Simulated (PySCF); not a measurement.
PySCF input (TPSSh/def2-TZVPD):

```python
from pyscf import gto, scf, dft

mol = gto.M(
    atom='''
    O    -1.08396401   -0.68875918   -0.14388065
    C    -0.05368150    0.01001548    0.00447233
    O    -0.24401730    1.19658453    0.32287183
    O     1.14037887   -0.53279095   -0.17912323
    H     1.82290855    0.13963195   -0.02577764
    ''',
    basis='def2-tzvpd',
    charge=0,
    spin=1,
    verbose=4,
)

mf = dft.UKS(mol, xc='tpssh').density_fit(auxbasis='def2-universal-jkfit')
mf.grids.level = 3
mf.conv_tol = 1e-9
mf.max_cycle = 100
mf.max_memory = 1500
mf.kernel()
if not mf.converged:
    mf = mf.newton()
    mf.kernel(mf.make_rdm1())
for _ in range(2):
    mo, _, stable, _ = mf.stability(return_status=True)
    if stable:
        break
    mf.kernel(mf.make_rdm1(mo, mf.mo_occ))
mf.analyze()
```

Output:

```
PySCF version 2.14.0

[INPUT] verbose = 4
[INPUT] num. atoms = 5
[INPUT] num. electrons = 31
[INPUT] charge = 0
[INPUT] spin (= nelec alpha-beta = 2S) = 1
[INPUT] symmetry False subgroup None
[INPUT] Mole.unit = angstrom
[INPUT] Symbol           X                Y                Z      unit          X                Y                Z       unit  Magmom
[INPUT]  1 O     -1.083964010000  -0.688759180000  -0.143880650000 AA   -2.048395107785  -1.301566215980  -0.271895023124 Bohr   0.0
[INPUT]  2 C     -0.053681500000   0.010015480000   0.004472330000 AA   -0.101443332956   0.018926514206   0.008451478839 Bohr   0.0
[INPUT]  3 O     -0.244017300000   1.196584530000   0.322871830000 AA   -0.461125866656   2.261217046591   0.610139332037 Bohr   0.0
[INPUT]  4 O      1.140378870000  -0.532790950000  -0.179123230000 AA    2.155003742541  -1.006828977147  -0.338493847247 Bohr   0.0
[INPUT]  5 H      1.822908550000   0.139631950000  -0.025777640000 AA    3.444797909628   0.263866143739  -0.048712679738 Bohr   0.0

nuclear repulsion = 115.225191231712
number of shells = 60
number of NR pGTOs = 228
number of NR cGTOs = 166
basis = def2-tzvpd
ecp = {}

******** <class 'pyscf.df.df_jk.DFUKS'> ********
method = DFUKS
initial guess = minao
damping factor = 0
level_shift factor = 0
DIIS = <class 'pyscf.scf.diis.CDIIS'>
diis_start_cycle = 1
diis_space = 8
diis_damp = 0
SCF conv_tol = 1e-09
SCF conv_tol_grad = None
SCF max_cycles = 100
direct_scf = False
number electrons alpha = 16  beta = 15
XC library pyscf.dft.libxc version 7.1.2
    S. Lehtola, C. Steigemann, M. J. T. Oliveira, and M. A. L. Marques,  SoftwareX 7, 1–5 (2018)
XC functionals = tpssh
    V. N. Staroverov, G. E. Scuseria, J. Tao, and J. P. Perdew,  J. Chem. Phys. 119, 12129 (2003)
radial grids:
    Treutler-Ahlrichs [JCP 102, 346 (1995); DOI:10.1063/1.469408] (M4) radial grids

becke partition: Becke, JCP 88, 2547 (1988); DOI:10.1063/1.454033
pruning grids: <function nwchem_prune>
grids dens level: 3
symmetrized grids: False
atomic radii adjust function: <function treutler_atomic_radii_adjust>
small_rho_cutoff = 0
Set gradient conv threshold to 3.16228e-05
tot grids = 66176
******** <class 'pyscf.df.df.DF'> ********
auxbasis = def2-universal-jkfit
init E= -265.097001149189
  alpha nocc = 16  HOMO = -0.364758685638002  LUMO = -0.0307377433515219
  beta  nocc = 15  HOMO = -0.394666061769765  LUMO = -0.364758685637995

WARN: HOMO -0.364758685638002 >= LUMO -0.364758685637995

[...]
  beta  nocc = 15  HOMO = -0.322838968731197  LUMO = -0.218893654587021
  HOMO = -0.322838968731  LUMO = -0.218893654587  gap/eV = 2.82850
Extra cycle  E= -264.449960366336  delta_E= 1.51e-10  |g|= 2.52e-05  |ddm|= 1.81e-05
converged SCF energy = -264.449960366336  <S^2> = 0.75645472  2S+1 = 2.0064443
uhf_internal: lowest eigs of H = [0.06153078 0.15670695 0.20389609]
<class 'pyscf.df.df_jk.DFUKS'> wavefunction is stable in the internal stability analysis
**** SCF Summaries ****
Total Energy =                        -264.449960366336200
Nuclear Repulsion Energy =             115.225191231711804
One-electron Energy =                 -590.248621393650524
Two-electron Energy =                  210.573469795602534
Two-electron Coulomb Energy =          242.103976614267111
DFT Exchange-Correlation Energy =      -31.530506818664580
HOMO-LUMO gap [eV] =                     2.828496068147347
**** MO energy ****
                             alpha | beta                alpha | beta
MO #1   energy= -19.1485837420014  | -19.1483886195393  occ= 1 | 1
MO #2   energy= -19.1342307720869  | -19.1175932222107  occ= 1 | 1
MO #3   energy= -19.1251403346042  | -19.1113500020606  occ= 1 | 1
MO #4   energy= -10.3154404741571  | -10.3165084617565  occ= 1 | 1
MO #5   energy= -1.16665900000912  | -1.15400898876697  occ= 1 | 1
MO #6   energy= -1.07276014392318  | -1.05790173492043  occ= 1 | 1
MO #7   energy= -1.0309181037328   | -0.997864362006563 occ= 1 | 1
MO #8   energy= -0.65324117600526  | -0.648613003691004 occ= 1 | 1
MO #9   energy= -0.542797919496046 | -0.519170410795457 occ= 1 | 1
MO #10  energy= -0.512746296144493 | -0.500171094545232 occ= 1 | 1
MO #11  energy= -0.50316306216213  | -0.49545956549502  occ= 1 | 1
MO #12  energy= -0.439862672529433 | -0.426659945703786 occ= 1 | 1
MO #13  energy= -0.387006081812746 | -0.363692453919111 occ= 1 | 1
MO #14  energy= -0.367376542455847 | -0.326079570685801 occ= 1 | 1
MO #15  energy= -0.3434772205744   | -0.322838968731197 occ= 1 | 1
MO #16  energy= -0.336158567608884 | -0.218893654587021 occ= 1 | 0
MO #17  energy= -0.02393642761342  | -0.0228074394877673 occ= 0 | 0
MO #18  energy= -0.00816206907779697 | -0.00583205871535726 occ= 0 | 0
MO #19  energy= 0.0325152341672703 | 0.0336633296342938 occ= 0 | 0
MO #20  energy= 0.0472910085139149 | 0.0491981436199086 occ= 0 | 0
MO #21  energy= 0.0538621041456841 | 0.0540848809132049 occ= 0 | 0
MO #22  energy= 0.0774830456030059 | 0.077936436863156  occ= 0 | 0
MO #23  energy= 0.0887309871003699 | 0.0895323182667352 occ= 0 | 0
MO #24  energy= 0.0973111610993002 | 0.0985221282482122 occ= 0 | 0
MO #25  energy= 0.100130936617331  | 0.0997448341534538 occ= 0 | 0
MO #26  energy= 0.107566752818942  | 0.108017076521415  occ= 0 | 0
MO #27  energy= 0.123440715131027  | 0.123883892099791  occ= 0 | 0
MO #28  energy= 0.155238859042224  | 0.157275212839792  occ= 0 | 0
MO #29  energy= 0.161971521889012  | 0.16407470127771   occ= 0 | 0
MO #30  energy= 0.200951941267072  | 0.204152880441451  occ= 0 | 0
MO #31  energy= 0.205848931671766  | 0.205794120185698  occ= 0 | 0
MO #32  energy= 0.206007085005214  | 0.208908824291814  occ= 0 | 0
MO #33  energy= 0.231574409072415  | 0.232744666780555  occ= 0 | 0
MO #34  energy= 0.268800850956112  | 0.269495440105074  occ= 0 | 0
MO #35  energy= 0.28159914008099   | 0.283028164740931  occ= 0 | 0
MO #36  energy= 0.287158993734716  | 0.288427087428326  occ= 0 | 0
MO #37  energy= 0.306839821595991  | 0.307093054191782  occ= 0 | 0
MO #38  energy= 0.314375578628997  | 0.315089705783343  occ= 0 | 0
MO #39  energy= 0.327181547532473  | 0.328480954355619  occ= 0 | 0
MO #40  energy= 0.334452582389581  | 0.341675472406634  occ= 0 | 0
MO #41  energy= 0.349643590652173  | 0.353094207410372  occ= 0 | 0
MO #42  energy= 0.360685872274975  | 0.367286988733608  occ= 0 | 0
MO #43  energy= 0.388847983308405  | 0.389994660622079  occ= 0 | 0
MO #44  energy= 0.407543850425675  | 0.409602286339397  occ= 0 | 0
MO #45  energy= 0.4146397216085    | 0.418993779667907  occ= 0 | 0
MO #46  energy= 0.420796440214084  | 0.423243251625845  occ= 0 | 0
MO #47  energy= 0.427220000366579  | 0.444711643698435  occ= 0 | 0
MO #48  energy= 0.448895335132242  | 0.45027075055104   occ= 0 | 0
MO #49  energy= 0.479753348132878  | 0.485585586867899  occ= 0 | 0
MO #50  energy= 0.507372678226638  | 0.508801142737521  occ= 0 | 0
MO #51  energy= 0.522693557743252  | 0.526241877745512  occ= 0 | 0
MO #52  energy= 0.540872356494381  | 0.543867747518608  occ= 0 | 0
MO #53  energy= 0.542911441982879  | 0.545055692988029  occ= 0 | 0
MO #54  energy= 0.560436015168194  | 0.56169698974335   occ= 0 | 0
MO #55  energy= 0.563386840555654  | 0.567965267550284  occ= 0 | 0
MO #56  energy= 0.571676674594433  | 0.575590765843536  occ= 0 | 0
MO #57  energy= 0.584044805956419  | 0.58932334869627   occ= 0 | 0
MO #58  energy= 0.618203633644695  | 0.620742864132604  occ= 0 | 0
MO #59  energy= 0.636905128516096  | 0.638955901596085  occ= 0 | 0
MO #60  energy= 0.666239797277495  | 0.669229042486556  occ= 0 | 0
MO #61  energy= 0.693155803772203  | 0.69646537276731   occ= 0 | 0
MO #62  energy= 0.772826501771877  | 0.775917203786082  occ= 0 | 0
MO #63  energy= 0.776440311258969  | 0.776854098015588  occ= 0 | 0
MO #64  energy= 0.804935211118548  | 0.807825217738228  occ= 0 | 0
MO #65  energy= 0.808164722813184  | 0.810054567620767  occ= 0 | 0
MO #66  energy= 0.838312243034264  | 0.845732254710487  occ= 0 | 0
MO #67  energy= 0.850349507485144  | 0.858005290761122  occ= 0 | 0
MO #68  energy= 0.853899144434354  | 0.864580550480602  occ= 0 | 0
MO #69  energy= 0.925450012466843  | 0.932024443108915  occ= 0 | 0
MO #70  energy= 0.969212371896345  | 0.973590771096293  occ= 0 | 0
MO #71  energy= 0.98420256573557   | 0.989983466792977  occ= 0 | 0
MO #72  energy= 1.00348393350613   | 1.01995439528142   occ= 0 | 0
MO #73  energy= 1.05329966890136   | 1.05453362104081   occ= 0 | 0
MO #74  energy= 1.05751979535846   | 1.06289867986121   occ= 0 | 0
MO #75  energy= 1.07793244784341   | 1.07912500223119   occ= 0 | 0
MO #76  energy= 1.13186196905441   | 1.13939386618289   occ= 0 | 0
MO #77  energy= 1.20231383435598   | 1.20521796822964   occ= 0 | 0
MO #78  energy= 1.31681951074199   | 1.3282051989172    occ= 0 | 0
MO #79  energy= 1.36332733449864   | 1.37346779778711   occ= 0 | 0
MO #80  energy= 1.52619387426813   | 1.52665532299936   occ= 0 | 0
MO #81  energy= 1.59105652432611   | 1.59276620583772   occ= 0 | 0
MO #82  energy= 1.6010179265478    | 1.61344409785914   occ= 0 | 0
MO #83  energy= 1.63710902342419   | 1.65016383928588   occ= 0 | 0
MO #84  energy= 1.68089621674137   | 1.70839588301466   occ= 0 | 0
MO #85  energy= 1.71336084873175   | 1.72604393144652   occ= 0 | 0
MO #86  energy= 1.74928527653758   | 1.75928962059118   occ= 0 | 0
MO #87  energy= 1.79376004574855   | 1.81521768700093   occ= 0 | 0
MO #88  energy= 1.8711029020906    | 1.87425098492943   occ= 0 | 0
MO #89  energy= 1.91858187080041   | 1.92176301711998   occ= 0 | 0
MO #90  energy= 1.96074754217711   | 1.96888488495503   occ= 0 | 0
MO #91  energy= 2.03052373550968   | 2.04095855684857   occ= 0 | 0
MO #92  energy= 2.07423603317693   | 2.08639444226692   occ= 0 | 0
MO #93  energy= 2.12104296587448   | 2.12444785192323   occ= 0 | 0
MO #94  energy= 2.1885501778129    | 2.19363978064856   occ= 0 | 0
MO #95  energy= 2.21979902462063   | 2.22260248694426   occ= 0 | 0
MO #96  energy= 2.22678004951244   | 2.24147766596435   occ= 0 | 0
MO #97  energy= 2.2590239783785    | 2.26737043872375   occ= 0 | 0
MO #98  energy= 2.27287419739203   | 2.2821666307242    occ= 0 | 0
MO #99  energy= 2.37877745044741   | 2.39604274996803   occ= 0 | 0
MO #100 energy= 2.43693226824994   | 2.45071667518955   occ= 0 | 0
MO #101 energy= 2.63973743391818   | 2.64544263070577   occ= 0 | 0
MO #102 energy= 2.71979528008934   | 2.72231391340566   occ= 0 | 0
MO #103 energy= 2.76311207167853   | 2.77388556117664   occ= 0 | 0
MO #104 energy= 2.77957989506277   | 2.79234623612183   occ= 0 | 0
[...]
```

It need not be the lowest isomer of its formula.
